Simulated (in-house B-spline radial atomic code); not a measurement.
Values are calculated unless marked as measured or tabulated.
# Extrapolating the RPA correlation energy in partial waves: the sulfur ion S⁵⁺

All-electron RPA on PBE0 orbitals from a B-spline radial code for spherical atoms, non-relativistic, point nucleus, configuration [Ne] 3s1, highest spin. With empty states up to angular momentum L the sums are:

```json
{"L": "3", "E_c(L) (hartree)": "-0.584391"}
{"L": "4", "E_c(L) (hartree)": "-0.618746"}
{"L": "5", "E_c(L) (hartree)": "-0.632292"}
{"L": "6", "E_c(L) (hartree)": "-0.638670"}
{"L": "7", "E_c(L) (hartree)": "-0.642049"}
{"L": "8", "E_c(L) (hartree)": "-0.643996"}
```

For large l each further wave adds A/(l + 1/2)⁴, because the basis must build the cusp where two electrons meet.

Estimate the limit from L = 7 and L = 8.

Wave 8 adds -0.001947, against a sum of (l + 1/2)⁻⁴ of 1.91569e-04, so A = -10.163. The sum over l > 8 is ζ(4, 9.5) = 4.5445e-04, close to 1/(3 × 9³) = 4.5725e-04. The tail is -0.004619 and the limit -0.64861 hartree.

How good is the estimate?

A run to L = 11 sums to -0.64647 and extrapolates to -0.64819 hartree, 0.09 millihartree from the run before. The estimate differs from that by -0.42 millihartree, while the bare sum at L = 8 misses 4.2 millihartree (0.6 %).
